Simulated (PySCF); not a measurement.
Hf(Cl)2(Me)2 (C₂H₆Cl₂Hf), SMILES [CH3][Hf]([CH3])([Cl])[Cl], multiplicity 1. Geometry: PBE0-D3(BJ)/def2-SVP. The spin state was assumed, not searched. The def2 effective core potentials stand for the cores of Hf; spin–orbit coupling is left out.

Computed equilibrium geometry at PBE0-D3(BJ)/def2-SVP (PySCF confirms it by a frequency run) as a Z-matrix, and its point group:
point group C2v.
```
Hf
C 1 2.1845
H 2 1.1048 1 112.19
H 2 1.1053 3 107.62 1 122.01
H 2 1.1053 3 107.62 4 115.98
C 1 2.1845 2 102.62 3 180.00
H 6 1.1048 1 112.19 2 180.00
H 6 1.1053 7 107.62 1 -122.01
H 6 1.1053 7 107.62 8 -115.98
Cl 1 2.3554 2 108.28 3 65.64
Cl 1 2.3554 2 108.28 3 -65.64
```
